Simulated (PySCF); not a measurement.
furan-2-ylsilane (C4H6OSi), SMILES [SiH3]c1ccco1.

Coordinates come from a ωB97X-D3(BJ)/def2-SVP optimisation.

The numbers are results of TDDFT-PBE/def2-SVPD in PySCF 2.14.0, not measurements.

Vertical excitations.  State labels are in the subgroup Cs.

| state | symmetry | energy (eV) | λ (nm) | f | main pairs |
|---|---|---|---|---|---|
| S1 | A' | 5.65 | 220 | 0.306 | HOMO→LUMO 93 % |
| S2 | A" | 5.69 | 218 | 0.000 | HOMO→LUMO+1 100 % |
| S3 | A" | 6.12 | 203 | 0.002 | HOMO→LUMO+2 99 % |
| S4 | A' | 6.12 | 202 | 0.010 | HOMO−1→LUMO 59 %, HOMO→LUMO+3 37 % |
| S5 | A" | 6.25 | 199 | 0.001 | HOMO→LUMO+4 99 % |
| S6 | A" | 6.52 | 190 | 0.008 | HOMO→LUMO+5 100 % |
| S7 | A" | 6.88 | 180 | 0.003 | HOMO−1→LUMO+1 100 % |
| S8 | A' | 6.96 | 178 | 0.004 | HOMO→LUMO+6 89 % |
| S9 | A" | 6.96 | 178 | 0.007 | HOMO→LUMO+7 100 % |
| S10 | A" | 7.19 | 173 | 0.006 | HOMO−2→LUMO 66 %, HOMO−4→LUMO 32 % |
| T1 | A' | 3.92 | 317 | 0 | HOMO→LUMO 98 % |
| T2 | A' | 5.20 | 239 | 0 | HOMO−1→LUMO 75 %, HOMO→LUMO+3 25 % |
| T3 | A" | 5.63 | 220 | 0 | HOMO→LUMO+1 100 % |
| T4 | A' | 5.69 | 218 | 0 | HOMO→LUMO+3 73 %, HOMO−1→LUMO 25 % |
Triplets are in the Tamm–Dancoff approximation, which puts them higher than full response would, so one can lie above its singlet here.
